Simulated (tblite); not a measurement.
A tight-binding relaxation on 2-fluorobenzoic acid, `O=C(O)c1ccccc1F`.

Computed with GFN2-xTB geometry optimisation, gas phase (tblite 0.8.0). Start geometry: from a force field or distance geometry. The input is one job of a driver script: a line of settings, then coordinates in Å.

Command:
```bash
OMP_NUM_THREADS=1 python probes_run.py task.json out
```

Input:
```
{"job": {"kind": "relax", "xc": "GFN2-xTB", "basis": "xTB"}, "charge": 0, "multiplicity": 1}
O      2.549900    -1.368400    -0.371600
C      2.027800    -0.210200    -0.157300
O      2.823100     0.913500     0.006400
C      0.558200    -0.123000    -0.062600
C     -0.226600    -1.280800    -0.199800
C     -1.597200    -1.213800    -0.125100
C     -2.172800     0.005200     0.111700
C     -1.421900     1.165600     0.276800
C     -0.044100     1.102900     0.190200
F      0.714200     2.209700     0.340100
H      3.831600     0.895500    -0.056900
H      0.296100    -2.207700    -0.391200
H     -2.198900    -2.097000    -0.230700
H     -3.265000     0.080200     0.185100
H     -1.878700     2.136500     0.463000
```

Output:
```
step      E/eV     max force
  0    -826.58586    5.202
  1    -826.82081    4.884
  2    -826.98439    1.132
  3    -827.03559    0.847
  4    -827.12092    0.558
  5    -827.14360    0.466
  6    -827.15671    0.198
  7    -827.16010    0.159
  8    -827.16220    0.131
  9    -827.16315    0.095
... (5 lines left out)
 15    -827.16578    0.038
 16    -827.16600    0.042
 17    -827.16623    0.051
 18    -827.16649    0.055
 19    -827.16674    0.049
 20    -827.16692    0.031
 21    -827.16703    0.025
 22    -827.16709    0.017
 23    -827.16712    0.015
 24    -827.16713    0.010
```

«max force» is the largest atomic force in eV/Å.

Task: From which step on does the largest force stay under 0.1 eV/Å, and how much energy is left to gain from there?

Result: From step 9 (0.095 eV/Å), 4.0 meV above the end.

Summary of the converged run: energy lowered by 13.4 kcal/mol over 24 steps; largest atomic force 0.010 eV/Å at the end.

Task: Where do the atoms end?

Result: 0.076 Å rms from the input after alignment:
```
atom  x, y, z in Å
O1     2.6151   -1.3114   -0.3687
C2     2.0716   -0.2554   -0.1573
O3     2.7518    0.8807    0.0003
C4     0.5990   -0.1006   -0.0499
C5    -0.1826   -1.2468   -0.2024
C6    -1.5586   -1.1876   -0.1184
C7    -2.1844    0.0269    0.1212
C8    -1.4326    1.1775    0.2761
C9    -0.0521    1.1087    0.1904
F10    0.6375    2.2477    0.3460
H11    3.7042    0.7180   -0.0808
H12    0.3296   -2.1785   -0.3889
H13   -2.1459   -2.0844   -0.2399
H14   -3.2604    0.0797    0.1882
H15   -1.8967    2.1336    0.4621
```
Labels such as C1 count atoms from 1, the log's own numbers from 0.
